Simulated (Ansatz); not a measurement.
Mulliken charges of `[F][SnH]([Cl])[O]C(F)(F)F` from r2SCAN/def2-TZVPP in Ansatz (PBE0-D4/def2-TZVP geometry).

```csv
atom,x (Å),y (Å),z (Å),charge (e)
F1,-2.506,-0.142,0.352,-0.443
Sn2,-1.035,-0.923,-0.553,1.232
Cl3,-0.223,-2.575,0.794,-0.308
O4,0.299,0.516,-0.720,-0.489
C5,1.028,0.989,0.284,0.591
F6,2.200,0.352,0.395,-0.177
F7,0.403,0.860,1.471,-0.188
F8,1.288,2.279,0.102,-0.165
H9,-1.454,-1.355,-2.125,-0.052
```

Q: By hand: the dipole of these point charges (1 e Å = 4.8032 D).

A: Σ q r = (-0.237, -0.479, -0.815) e Å, of length 0.975 e Å = 4.68 D.

Q: How does the dipole of the full density compare? (An estimate is asked.)

A: Computed: (-0.199, -0.431, -0.554) e Å, 3.50 D; the point charges give 1.34 times that, at 7° from its direction.

Point charges leave out the atoms' own dipoles, such as those of lone pairs, and Mulliken's split depends on the basis, so the two needn't agree.
